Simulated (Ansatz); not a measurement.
Consider the formal exchange of groups at a C–Si bond: `N[SiH](F)CCl` + `[SiH3][SeH]` → `ClC[SiH2][SeH]` + `N[SiH2]F`.

Computed with Ansatz on PBE0-D4/def2-TZVP structures; ΔE is electronic, products minus reactants. CCSD(T)/CBS is the MP2 limit (def2-TZVPP, def2-QZVPP) plus CCSD(T) − MP2 in def2-TZVPP, frozen cores. DFT in def2-TZVPP. B3LYP here is the variant with VWN-RPA as its local correlation; programs differ in this. For Se outer-core shells are correlated without core-valence functions, which leaves a few kJ/mol of doubt a bond. Scalar relativity is left out up to krypton. One conformer a species, not always the lowest.

```
             level  ΔE (kcal/mol)  difference from CCSD(T)/CBS
            PBE-D4           -0.2                          0.2
         r2SCAN-D4            0.2                          0.6
           PBE0-D4            0.1                          0.5
          B3LYP-D4            0.0                          0.4
           ωB97X-V            0.3                          0.7
           ωB97M-V            0.3                          0.7
            B2PLYP           -0.3                          0.1
               PBE           -0.3                          0.1
            r2SCAN            0.1                          0.5
              PBE0            0.1                          0.5
             B3LYP            0.0                          0.4
     HF/def2-TZVPP            0.4                          0.8
    MP2/def2-TZVPP           -0.9                         -0.5
SCS-MP2/def2-TZVPP           -0.7                         -0.3
   CCSD/def2-TZVPP            0.0                          0.4
CCSD(T)/def2-TZVPP           -0.2                          0.2
     HF/def2-QZVPP            0.4                          0.8
    MP2/def2-QZVPP           -1.0                         -0.6
SCS-MP2/def2-QZVPP           -0.8                         -0.4
      HF/CBS(def2)            0.4                          0.8
     MP2/CBS(def2)           -1.1                         -0.7
    CCSD/CBS(def2)           -0.2                          0.2
       CCSD(T)/CBS           -0.4                            0
```

Largest T1 diagnostic among the species: 0.011.
